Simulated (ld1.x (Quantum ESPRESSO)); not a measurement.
## Which change was made? (P, ultrasoft)

- Element: phosphorus
- Generator: ld1.x (Quantum ESPRESSO) 7.5
- Type: ultrasoft
- Functional: PBE
- Relativity: non-relativistic
- Frozen core: [Ne]
- Valence charge: 5
- Reference configuration: 3s1.5 3p3.5
- Partial waves: 3s (bound): rcut 1.30, rcutus 1.80 bohr; 3s channel at -0.7 Ry: rcut 1.30, rcutus 1.80 bohr; 3p (bound): rcut 1.65, rcutus 1.75 bohr; 3p channel at 0.35 Ry: rcut 1.65, rcutus 1.75 bohr
- Local potential: all-electron potential smoothed inside 1.55 bohr (lloc = -1)
- Core correction: none
- Augmentation charge: built from norm-conserving waves at rcut, not smoothed further

Cutoffs, loose and tight: the cutoffs (Ry, on a coarse ladder) from which the occupation-weighted sum of valence levels, in a spherical-Bessel basis at the reference potential, stays within 10 and 1 mRy of its value at 400 Ry. They do not see the model core or the augmentation charge, which bear on the density cutoff. Test errors are all-electron minus pseudo excitation energies from the reference, over the configurations 3s2 3p3; 3s2 3p2; 3s2 3p1; 3s2 3p0; 3s2 3p2.5; 3s0 3p5; 3s1 3p0; variants that change the core or the reference have their own tests.

The base gives: outcome: generated; cutoff, loose: 12 Ry; cutoff, tight: 21 Ry; bound ghosts: none; largest test error (meV): +195.

Q: After one change the result is: outcome: generated; cutoff, loose: 15 Ry; cutoff, tight: 21 Ry; bound ghosts: none; largest test error (meV): +205. Which change was it?
A. all radii scaled by about 1.09 (s 1.96, p 1.90 bohr, rcut 1.42/1.80); local potential all-electron potential smoothed inside 1.68 bohr (lloc = -1)
B. all radii scaled by about 0.78 (s 1.40, p 1.36 bohr, rcut 1.02/1.28); local potential all-electron potential smoothed inside 1.20 bohr (lloc = -1)
C. all radii scaled by about 1.38 (s 2.48, p 2.42 bohr, rcut 1.80/2.28); local potential all-electron potential smoothed inside 2.14 bohr (lloc = -1)

A: A. The others give: all radii scaled by about 1.38 (s 2.48, p 2.42 bohr, rcut 1.80/2.28); local potential all-electron potential smoothed inside 2.14 bohr (lloc = -1) → outcome: generated; cutoff, loose: 10 Ry; cutoff, tight: 15 Ry; bound ghosts: none; largest test error (meV): +258 | all radii scaled by about 0.78 (s 1.40, p 1.36 bohr, rcut 1.02/1.28); local potential all-electron potential smoothed inside 1.20 bohr (lloc = -1) → outcome: generated; cutoff, loose: 18 Ry; cutoff, tight: 30 Ry; bound ghosts: none; largest test error (meV): +162.
